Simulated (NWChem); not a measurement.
System meant: BaCl2 cation, doublet; SMILES of the neutral closed-shell parent [Cl][Ba][Cl]

NWChem input:

```
start job
memory heap 200 mb stack 900 mb global 1100 mb
charge 1
geometry units angstroms noautoz
  Ba     0.000000     0.000000    -0.989639
  Cl     0.000000     1.336256     1.522839
  Cl     0.000000    -1.336256     1.522839
end
basis spherical
  * library def2-svp
end
ecp
  Ba library def2-ecp
end
dft
  odft
  mult 3
  xc xpbe96 cpbe96
  iterations 150
  mulliken
end
task dft energy
```

End of the output:

```
 Summary of "ao basis" -> "" (spherical)
 ------------------------------------------------------------------------------
       Tag                 Description            Shells   Functions and Types
 ---------------- ------------------------------  ------  ---------------------
 *                          def2-svp                  on all atoms

 Summary of "ao basis" -> "ao basis" (spherical)
 ------------------------------------------------------------------------------
       Tag                 Description            Shells   Functions and Types
 ---------------- ------------------------------  ------  ---------------------
 Ba                         def2-svp                 9       23   4s3p2d
 Cl                         def2-svp                 8       18   4s3p1d

 Summary of "ao basis" -> "ao basis" (spherical)
 ------------------------------------------------------------------------------
       Tag                 Description            Shells   Functions and Types
 ---------------- ------------------------------  ------  ---------------------
 Ba                         def2-svp                 9       23   4s3p2d
 Cl                         def2-svp                 8       18   4s3p1d

      Symmetry analysis of basis
      --------------------------

        a1         24
        a2          7
        b1         10
        b2         18

  number of electrons :                   43
  multiplicity        :                    3
 ------------------------------------------------------------------------
  no. of electrons and multiplicity not compatible                  43
 ------------------------------------------------------------------------
 ------------------------------------------------------------------------
  current input line :
    22: task dft energy
 ------------------------------------------------------------------------
 ------------------------------------------------------------------------
 There is an error in the input file
 ------------------------------------------------------------------------
 For more information see the NWChem manual at https://nwchemgit.github.io

0: no. of electrons and multiplicity not compatible:Received an Error in Communication
```

### Question
What is wrong, and how is it mended?

### Answer
The program refused the input. Cause: the multiplicity doesn't fit the number of electrons (an even count wants an odd multiplicity, and the reverse). This input runs:
```
start job
memory heap 200 mb stack 900 mb global 1100 mb
charge 1
geometry units angstroms noautoz
  Ba     0.000000     0.000000    -0.989639
  Cl     0.000000     1.336256     1.522839
  Cl     0.000000    -1.336256     1.522839
end
basis spherical
  * library def2-svp
end
ecp
  Ba library def2-ecp
end
dft
  odft
  mult 2
  xc xpbe96 cpbe96
  iterations 150
  mulliken
end
task dft energy
```
It converges to -945.07903 Ha (PBE/def2-SVP with def2 effective core potentials on Ba, spin-unrestricted).
